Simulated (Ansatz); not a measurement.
Geometry optimisation, RKS PBE0-D4/def2-SVP (Ansatz).

Input:

```yaml
crystal:
  periodic: [false, false, false]
  atoms:
    - { symbol: Sn, position_ang: [-0.7821, 0.9051, -0.5085] }
    - { symbol: H, position_ang: [0.5505, -0.3304, 0.8207] }
    - { symbol: Cl, position_ang: [0.5377, -1.2608, -1.2506] }
    - { symbol: Cl, position_ang: [-3.0045, 0.2315, -1.2455] }
    - { symbol: Cl, position_ang: [-0.4664, -0.4578, 1.8192] }
    - { symbol: H, position_ang: [1.2488, -0.3521, 0.1175] }
    - { symbol: Cl, position_ang: [1.9159, 1.2644, 0.2471] }
basis:
  gaussian: { orbitals: def2-SVP }
hamiltonian:
  xc: pbe0
  dispersion: d4
relax:
  f_tol: 0.15
  max_steps: 25
  restrain:
    - { distance: [0, 6], at: 2.41, k: 30.0 }
    - { distance: [5, 1], at: 0.62, k: 30.0 }
    - { distance: [0, 1], at: 3.0, k: 30.0 }
    - { distance: [5, 6], at: 2.63, k: 30.0 }
```

Run as:

```bash
$ ansatz run input.yaml --threads 2 --pin off --max-ram 3072MiB --backend cpu --events-out ev --progress --plain --runs-dir out
```

Question: Where does it end, and by what steps?

Answer: The run converged. The restraints hold the end off the free minimum. After 14 steps the energy has fallen by 0.863 eV (the restraints' own energy left out); Sn1 moved furthest, 1.24 Å. Parted: Sn1–Cl3 (2.64 → 4.41 Å). Joined: H2–H6 (0.99 → 0.82 Å), Cl3–H6 (1.79 → 1.34 Å).

```json
{"step": "0", "energy less start (eV)": "0.0000", "largest force component (eV/Å)": "3.196", "accepted": "yes"}
{"step": "1", "energy less start (eV)": "0.4292", "largest force component (eV/Å)": "4.565", "accepted": "yes"}
{"step": "2", "energy less start (eV)": "0.7412", "largest force component (eV/Å)": "5.661", "accepted": "yes"}
{"step": "3", "energy less start (eV)": "0.6439", "largest force component (eV/Å)": "6.117", "accepted": "yes"}
{"step": "4", "energy less start (eV)": "0.2926", "largest force component (eV/Å)": "5.545", "accepted": "yes"}
{"step": "5", "energy less start (eV)": "0.0740", "largest force component (eV/Å)": "5.364", "accepted": "yes"}
{"step": "6", "energy less start (eV)": "-0.1085", "largest force component (eV/Å)": "5.263", "accepted": "yes"}
{"step": "7", "energy less start (eV)": "-0.2764", "largest force component (eV/Å)": "5.081", "accepted": "yes"}
{"step": "8", "energy less start (eV)": "-0.4396", "largest force component (eV/Å)": "4.890", "accepted": "yes"}
{"step": "9", "energy less start (eV)": "-0.5691", "largest force component (eV/Å)": "4.588", "accepted": "yes"}
{"step": "10", "energy less start (eV)": "-0.6852", "largest force component (eV/Å)": "4.518", "accepted": "yes"}
{"step": "11", "energy less start (eV)": "-0.9049", "largest force component (eV/Å)": "4.167", "accepted": "yes"}
{"step": "12", "energy less start (eV)": "-1.0533", "largest force component (eV/Å)": "4.311", "accepted": "no"}
{"step": "13", "energy less start (eV)": "-0.9003", "largest force component (eV/Å)": "4.413", "accepted": "yes"}
{"step": "14", "energy less start (eV)": "-0.8632", "largest force component (eV/Å)": "4.673", "accepted": "yes"}
```

```xyz
7
Properties=species:S:1:pos:R:3
Sn -1.007 1.933 0.145
H 0.209 -0.774 0.649
Cl 1.015 -1.866 -0.825
Cl -1.958 0.270 -1.308
Cl -0.282 -0.326 1.859
H 0.736 -0.874 0.026
Cl 1.287 1.636 -0.545
```

The run took 43 s on 2 threads of Intel(R) Xeon(R) Platinum 8488C (Sapphire Rapids) (shared host), peak memory 0.33 GiB.
